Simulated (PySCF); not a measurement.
GaO, SMILES [O]=[Ga], multiplicity 2. Geometry optimised at PBE-D3(BJ)/def2-TZVPD.

Give the equilibrium geometry at PBE-D3(BJ)/def2-TZVPD (PySCF confirms it by a frequency run) as a Z-matrix, and its point group. (Estimate from the structure and the level; the computed values follow.)

point group C∞v.
```
Ga
O 1 1.7111
```
Charge 0, spin multiplicity 2.
